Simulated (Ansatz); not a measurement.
# Interaction energy ladder

The pair of H₂ (SMILES [H][H], atoms 1–2) and SiNH₅ (SMILES [SiH3]N, atoms 3–9), both closed shells, in one local arrangement (a lower one may exist), relaxed at PBE0-D4/def2-TZVP:

H1  (-0.106, 0.408, -3.110)
H2  (0.070, 0.199, -2.413)
Si3  (-0.473, 0.243, 1.104)
N4  (0.702, -0.546, 0.121)
H5  (-0.347, 1.705, 0.876)
H6  (-1.814, -0.237, 0.682)
H7  (-0.355, 0.006, 2.574)
H8  (0.664, -1.548, 0.016)
H9  (1.658, -0.231, 0.149)
(Å)

Computed with Ansatz 0.2.0 (basis: def2-TZVPPD, with def2-QZVPPD for the basis limit); correlated methods freeze the cores. B3LYP uses VWN-RPA correlation. Extrapolation: Hartree–Fock as exp(−7.88 √X), correlation as X^−2.97. Interaction energies count from these two fragments, frozen as in the pair, with the counterpoise correction; negative means bound.

Q: What is the interaction energy by CCSD(T) at an estimated basis limit (MP2 extrapolated from triple and quadruple zeta, plus CCSD(T) − MP2 in triple zeta)? (To be estimated.)

A: The calculation gives: -2.3 kJ/mol. Hartree–Fock alone gives 1.1 kJ/mol at the basis limit, so without correlation the pair would not bind at this distance. It counts from the two fragments frozen as in the pair.

The same quantity by other methods in triple zeta, and each one's difference from that estimate:
| method | E_int (kJ/mol) | difference |
| --- | --- | --- |
| PBE-D4 | -4.0 | -1.8 |
| revPBE-D4 | -3.2 | -0.9 |
| BLYP-D4 | -2.5 | -0.2 |
| r2SCAN-D4 | -1.9 | 0.3 |
| B97M-V | -2.9 | -0.7 |
| PBE0-D4 | -3.5 | -1.2 |
| B3LYP-D4 | -2.8 | -0.5 |
| HSE06-D4 | -3.6 | -1.3 |
| wB97X-V | -2.5 | -0.2 |
| wB97M-V | -2.3 | 0.0 |
| B2PLYP | -0.9 | 1.3 |
| HF | 1.1 | 3.4 |
| MP2 | -1.7 | 0.5 |
| CCSD | -1.5 | 0.8 |
| CCSD(T) | -1.9 | 0.4 |
Differences are method less estimate.

Q: Which atoms make the shortest contact between the fragments?

A: H2 and N4, 2.72 Å apart.

Basis-set superposition shift (counterpoise-corrected less uncorrected): CCSD(T) 0.7; MP2 0.7; HF 0.2; PBE0-D4 0.2; wB97M-V 0.2 kJ/mol.

No T1 diagnostic of these runs exceeds 0.010.

For scale, one of the runs: CCSD(T)/def2-TZVPPD, 204 basis functions, launched by `ansatz run in.yaml --threads 2 --pin off --events-out ev --progress --plain --max-ram 5222MiB`. Time: 11 s of wall clock on 2 CPU threads of an AMD EPYC 9R45; the host was shared. Peak host memory: 2.5 GiB.
